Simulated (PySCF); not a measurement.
## C₆ coefficients of unlike pairs at PBE0

Calculated with PySCF 2.14 from the dipole response of each species, C₆(A,B) = (3/π) ∫ α_A(iu) α_B(iu) du, in atomic units, from isotropic polarisabilities. For ions this is the dispersion term alone; charge-induced terms of lower order in 1/R come first.

```csv
species,configuration,basis,relativity,α (bohr³),C₆ (like pair)
Ni⁺,[Ar] 3d9 (2D),aug-cc-pwCVTZ (10s9p7d4f3g),none,7.122,22.65
As³⁺,[Ar] 3d10 4s2 (1S),aug-cc-pwCVDZ-PP with ECP10MDF (6s5p4d1f),core potential,6.963,21.20
Cu²⁺,[Ar] 3d9 (2D),aug-cc-pVTZ-PP with ECP10MDF (6s6p5d3f2g),core potential,2.786,7.457
Tl,[Xe] 4f14 5d10 6s2 6p1 (2P),"aug-cc-pVQZ-PP with one added diffuse shell each of s, p, d, f, g type with ECP60MDF (8s8p6d4f3g)",core potential,78.97,823.3
```

Q: Estimate C₆ for Cu²⁺ with As³⁺.

A: The integral gives 11.68. The combination rule 2 C_A C_B / (C_A α_B/α_A + C_B α_A/α_B) gives 11.66 and the geometric mean 12.57.

No spin-orbit coupling is included.

The other pairs:

```json
{"pair": "Cu²⁺, Ni⁺", "C₆": "12.63"}
{"pair": "As³⁺, Ni⁺", "C₆": "21.61"}
{"pair": "Tl, Cu²⁺", "C₆": "59.59"}
{"pair": "Tl, As³⁺", "C₆": "120.6"}
{"pair": "Tl, Ni⁺", "C₆": "121.1"}
```
